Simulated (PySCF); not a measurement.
A structure optimised at B3LYP-D3(BJ)/def2-SVP, used in a PySCF frequency run:

```
Mo
N 1 1.7010
H 2 1.0186 1 163.75
F 1 1.8657 2 101.59 3 94.13
O 1 1.8713 2 109.12 3 -169.76
H 5 0.9678 1 125.72 2 12.41
O 1 1.8976 2 113.92 3 4.82
H 7 0.9690 1 117.99 2 -88.18
F 1 1.9022 2 97.67 3 -79.40
```
Charge 0, spin multiplicity 1.

Problem. Write its SMILES and formula.

Solution. [NH]=[Mo]([OH])([OH])([F])[F], F₂H₃MoNO₂

Problem. What are its rotational constants (standard atomic weights)?

Solution. 2.8560, 2.5472, 2.0885 GHz
